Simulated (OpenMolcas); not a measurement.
**Worked example: ideal-gas entropy of H2Se (SMILES [SeH2])**

A singlet with charge 0, relaxed at HF/cc-pVTZ (OpenMolcas 26.06):

```xyz
3

Se    0.5459   -0.2674    0.2728
H     0.0555    1.0961    0.1499
H    -0.6014   -0.8286   -0.4227
```

Harmonic wavenumbers in cm⁻¹: 1156, 2574, 2581.

Masses in u: Se 78.971, H 1.008. Take T = 298.15 K, p = 1 bar, R = 8.3145 J/(mol K), kT/hc = 207.22 cm⁻¹, rigid rotor and harmonic oscillator.

**Question.** Work out S° at 298 K.

**Answer.** 
1. Translation (Sackur–Tetrode): S = R[3/2 ln M + 5/2 ln T − 1.1517] with M = 80.987 gives 163.7 J/(mol K).
2. Rotation: principal moments 1.964, 2.250, 4.213 u Å² give A, B, C = 8.585, 7.493, 4.001 cm⁻¹; the symmetry number is σ = 2; q = (√π/σ)√((kT/hc)³/ABC) = 165; S = R(ln q + 3/2) = 54.9.
3. Vibration: with u = ν̃/207.22, each mode gives R[u/(eᵘ − 1) − ln(1 − e⁻ᵘ)]; the sum is 0.2, most from 1156 cm⁻¹ (0.2).
4. Spin: R ln 1 = 0.0.
5. Sum: 163.7 + 54.9 + 0.2 + 0.0 = 218.8 J/(mol K).

No measured value is set beside it here. Unscaled Hartree–Fock wavenumbers run high.
